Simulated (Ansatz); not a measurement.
CH₃F₂Sc (`[CH3][Sc]([F])[F]`), 7 atoms. Total charge 0; spin multiplicity 1. Correlated methods include outer-core shells of Sc, which these sets cover unevenly. Scalar relativity is left out up to krypton. All runs use 4 threads of an Arm Neoverse V2 on a shared host. Correlated methods freeze the cores.

Question: Give the basis size and wall time and peak host memory of each of these runs in Ansatz. RHF-MP2/def2-QZVPP energy; RKS PBE0-D4/def2-TZVP relaxation (5 steps); RHF-CCSD(T)/def2-SVP energy; RKS PBE0-D4/def2-QZVPP energy; RKS r2SCAN-D4/def2-TZVPP energy and forces; RKS r2SCANh-D4/def2-TZVPP energy; RKS PBE0-D4/def2-SVP energy; RKS ωB97M-V/def2-QZVPP energy; RKS HSE06 (plane-wave form)-D4/def2-TZVPP energy; direct RPA on PBE orbitals/def2-TZVPP energy; RKS PBE-QIDH (frozen core)/def2-TZVPP energy; RKS ωB97M-V/def2-SVP energy. (Estimate.)

Answer: Computed: Other jobs shared the machine, so times are rough.

```tsv
level	job	functions	wall time	peak host memory (GiB)
RKS PBE0-D4/def2-SVP	energy	88	0.9 s	0.16
RKS HSE06 (plane-wave form)-D4/def2-TZVPP	energy	199	2.1 s	0.43
RHF-CCSD(T)/def2-SVP	energy	88	3 s	0.33
RKS r2SCANh-D4/def2-TZVPP	energy	199	3.3 s	0.42
RKS r2SCAN-D4/def2-TZVPP	energy and forces	199	3.5 s	0.26
RKS PBE-QIDH (frozen core)/def2-TZVPP	energy	199	3.6 s	0.43
direct RPA on PBE orbitals/def2-TZVPP	energy	199	4.3 s	0.42
RKS PBE0-D4/def2-QZVPP	energy	354	4.4 s	0.89
RKS ωB97M-V/def2-SVP	energy	88	4.7 s	0.27
RHF-MP2/def2-QZVPP	energy	354	8.5 s	1.4
RKS ωB97M-V/def2-QZVPP	energy	354	12 s	1.1
RKS PBE0-D4/def2-TZVP	relaxation (5 steps)	156	13 s	0.36
```
